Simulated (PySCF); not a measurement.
**Mn (manganese, neutral) across methods**

[Ar] 3d7, high-spin 4F determinant (an excited configuration). Calculation: PySCF 2.14, in aug-cc-pVTZ-DK (8s7p5d3f2g, 93 functions); scalar relativity by spin-free X2C-1e.

| method | E (hartree) | mean ε 3p β (eV) | mean ε 3d α (eV) | mean ε 3d β (eV) | Σ⟨r²⟩ (bohr²) | ⟨S²⟩ |
| --- | --- | --- | --- | --- | --- | --- |
| M06-L | -1158.288 | -47.083 | -2.538 | -0.411 | 37.20 | 3.887 |
| PBE | -1158.148 | -46.321 | -2.483 | -0.817 | 38.02 | 3.805 |
| LDA | -1155.951 | -46.352 | -2.655 | -0.814 | 37.39 | 3.802 |
| r2SCAN | -1158.325 | -47.132 | -2.599 | -0.727 | 37.93 | 3.836 |
| UHF | -1157.05480 | -58.048 | -11.117 | -2.823 | 43.23 | 4.280 |
| PBE0 | -1158.136 | -49.054 | -3.824 | -1.525 | 36.09 | 3.822 |
| HSE06 | -1158.157 | -48.675 | -3.400 | -1.167 | 35.95 | 3.817 |

⟨S²⟩ = 3.89 against 3.75 shows spin contamination.
